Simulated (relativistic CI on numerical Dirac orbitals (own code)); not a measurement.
**What each ingredient does to the levels of Sr³⁺**

Base calculation: Dirac-Coulomb-Breit CI, orbitals from a KLI potential per configuration, model QED, valence Slater integrals scaled by 0.85, P86 correlation energy added to each configuration.

Configuration list (outside the closed core [Ar] 3d10): 4s2.4p5, 4s.4p6, 4s2.4p4.4d, 4s2.4p4.4f, 4s.4p5.4d, 4s2.4p4.5s, 4s2.4p4.5p, 4s.4p5.4f, 4s2.4p4.5d, 4s2.4p4.6s, 4s2.4p4.6p, 4s2.4p4.6d, 4s2.4p4.5f, 4s2.4p4.7s, 4s2.4p4.5g, 4s2.4p4.7p, 4s2.4p4.6f, 4s.4p5.5s, 4s2.4p3.4d.4f, 4p6.4d, 4s.4p4.4d2, 4s.4p5.5p, 4s.4p5.5d, 4s.4p5.6s, 4s.4p5.6p, 4s2.4p3.4d.5p, 4s2.4p3.4d2, 4s2.4p2.4d3, 4s2.4p2.4d2.4f, 4s.4p3.4d3, 4s2.4p2.4d2.5s, 4s2.4p2.4d2.5p, 4p5.4d2, 4p4.4d3, 4p4.4d2.4f, 4p4.4d2.5s, 4p4.4d2.5p, 4s2.4p3.4d.5s, 4s2.4p2.4d.4f.5s, 4s.4p3.4d2.5s, 4s2.4p2.4d.5s2, 4s2.4p2.4d.5s.5p, 4s2.4p3.5s2, 4s2.4p2.4f.5s2, 4s.4p3.4d.5s2, 4s2.4p2.5s2.5p. Double excitations out of closed p, d and f shells are left out; levels of such configurations are missing from the list, as are those of other unlisted configurations, and high levels can miss mixing partners. These lack a partner that the ground configuration has and come out too high: 4s.4p5.4f, 4s2.4p4.5d, 4s2.4p4.6s, 4s2.4p4.6p, 4s2.4p4.6d.

The lowest level and the first level of each name with at least 55 % of one term (blank where a level has no safe partner in the second run):

| Level | Base (cm⁻¹) | Shift (cm⁻¹) |
| --- | --- | --- |
| 4s2.4p5 2P°_3/2 | 0.0 | 0.0 |
| 4s2.4p5 2P°_1/2 | 9580.5 | +179.4 |
| 4s.4p6 2S_1/2 | 155532.0 | +107.4 |
| 4s2.4p4.4d 4D_7/2 | 190059.9 | +247.7 |
| 4s2.4p4.4d 4D_5/2 | 190090.8 | +219.5 |
| 4s2.4p4.4d 4D_3/2 | 190914.5 | +216.2 |
| 4s2.4p4.4d 4D_1/2 | 192032.7 | +240.6 |
| 4s2.4p4.4d 4F_9/2 | 200160.5 | +219.3 |
| 4s2.4p4.4d 2P_1/2 | 203337.3 | +249.3 |
| 4s2.4p4.4d 4F_7/2 | 203421.8 | +237.8 |
| 4s2.4p4.4d 4F_5/2 | 206372.0 | +310.9 |
| 4s2.4p4.4d 4P_1/2 | 206791.7 | +229.8 |
| 4s2.4p4.4d 4F_3/2 | 207506.6 | +299.1 |
| 4s2.4p4.4d 2D_3/2 | 208865.9 | +277.2 |
| 4s2.4p4.4d 2F_7/2 | 210490.0 | +279.1 |
| 4s2.4p4.4d 4P_5/2 | 210839.4 | +307.1 |
| 4s2.4p4.4d 2D_5/2 | 214197.7 | +354.0 |
| 4s2.4p4.4d 2F_5/2 | 217754.2 | +367.1 |
| 4s2.4p4.4d 2G_9/2 | 218418.0 | +372.0 |
| 4s2.4p4.4d 2G_7/2 | 218488.8 | +338.2 |
| 4s2.4p4.5s 4P_5/2 | 235801.2 | +106.3 |
| 4s2.4p4.5s 4P_1/2 | 243937.3 | +231.1 |

Correlation outside the listed configurations is missing or only estimated: errors of thousands of cm⁻¹ between configurations and terms are usual at this charge. Rates and lifetimes follow the computed energies and can be off by large factors. The fine structure of a lone outer electron comes out too small, for d and f at times inverted, and misplaced configurations move strength between like terms. 58 of the 69 excited levels that our extract of the measured tables holds in this range could be paired (the sources list more); they are missed by 5132 cm⁻¹ on average and 8252 at most, and levels without a partner can miss by more.

Problem. One thing was changed in a second run, which moved the levels as shown. Which?
A. Breit term removed
B. configuration mixing switched off
C. self-excluded LDA correlation estimate
D. no correlation estimate
E. QED terms removed

Solution. A. Breit term removed. The Breit term mainly narrows fine-structure intervals, so removing it widens them.

LS names give the leading component of a level, which can be under half, so a name can repeat, a term be missing and a line seem to break the LS rules.
